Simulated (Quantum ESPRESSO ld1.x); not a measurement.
Species: Pm+. Configuration: [Xe] 4f5 5f1 (not the ground configuration). Method: Dirac Kohn-Sham, LDA (Slater exchange, VWN5 correlation), spin-unpolarised, spherical densities, point nucleus; open shells fill j = l - 1/2 first; computed with ld1.x of Quantum ESPRESSO 7.5.

Normalised radial functions P(r) = r R(r) (large component), r in bohr:

```
   r/bohr * 4d5/2, o 5s1/2, + 4f7/2 (the largest magnitude, 1.33, reaches the edge; | marks zero, & curves that meet)
 0.003643                             & o
  0.00431                             & o
 0.005098                             &  o
 0.005983                             &  o
 0.007077                             &  o
 0.008372                             &  o
 0.009825                             &  o
  0.01162                             &  o
  0.01375                             &  o
  0.01613                             &  o
  0.01908                             & o
  0.02258                             +&
  0.02649                             &*
  0.03134                            o+*
  0.03707                           o + *
  0.04351                          o  +  *
  0.05146                         o   +   *
  0.06088                        o    +     *
  0.07144                        o    +      *
  0.08451                         o   |+        *
  0.09997                           o |+          *
   0.1173                             |o+           *
   0.1388                             |  +o          *
   0.1642                             |   + o        *
   0.1942                             |     +o     *
   0.2279                             |     o +*
   0.2696                             |  &      +
   0.3189                        *  o |            +
   0.3742                *     o      |              +
   0.4427        *          o         |                +
   0.5237   *               o         |                  +
   0.6145  *                    o     |                   +
    0.727    *                        | o                 +
     0.86        *                    |         o       +
    1.009              *              |               o+
    1.194                   *         |             +     o
    1.412                       *     |           +       o
    1.657                          *  |         +      o
     1.96                            *|       +   o
    2.319                             *     + o
    2.721                             *   &
    3.219                             * o+
    3.808                             *o+
    4.469                             &+
    5.286                             &+
    6.253                             &
    7.397                             &
    8.681                             &
    10.27                             &
    12.15                             &
    14.26                             &
    16.86                             &
    19.95                             &
    23.41                             &
    27.69                             &
```

4d5/2: eigenvalue -130.09 eV, 1 radial node at r = 0.288 bohr, <r> = 0.694 bohr, 90 % of the charge inside 1.04 bohr. 5s1/2: eigenvalue -51.643 eV, 4 radial nodes at r = 0.0284, 0.112, 0.295, 0.703 bohr, <r> = 1.44 bohr, 90 % of the charge inside 2.07 bohr. 4f7/2 (empty): eigenvalue -11.613 eV, 0 radial nodes, <r> = 1.05 bohr, 90 % of the charge inside 1.85 bohr.
